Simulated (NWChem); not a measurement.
System: ZnBrF; SMILES [F][Zn][Br]

Results from NWChem. Pople sets run with spherical d functions. Medium grid unless said otherwise, to which SCAN and Minnesota functionals are sensitive. All runs use the structure optimised with PBE0/def2-SVP. Hybrids' shares of exact exchange are those that their runs print; pure functionals count as 0. The functionals differ in more than this share.

| row | share of exact exchange | orbital gap (eV) |
|---|---|---|
| PBE/6-31G* | 0.00 | 4.79 |
| SCAN/6-31G* | 0.00 | 5.39 |
| B3LYP/6-31G* | 0.20 | 6.39 |
| PBE0/6-31G* | 0.25 | withheld |
| M06-2X/6-31G* | 0.54 | 8.93 |

### Question
Fit a straight line of the last column on the one before it, predict the withheld value, and compare with the run.

### Answer

1. Means of the 4 shown rows: x = 0.185, y = 6.375. Slope Σ(x − x̄)(y − ȳ)/Σ(x − x̄)² = 1.383/0.1947 = 7.102; intercept 5.061.
2. The shown rows scatter about the line by 0.219 (root mean square); the largest residual is +0.33, at SCAN/6-31G*.
3. At x = 0.25 (PBE0/6-31G*; inside the shown range) the line gives 6.84.
4. The run gives 7.02, +0.18 from the line, 0.8 times the scatter.
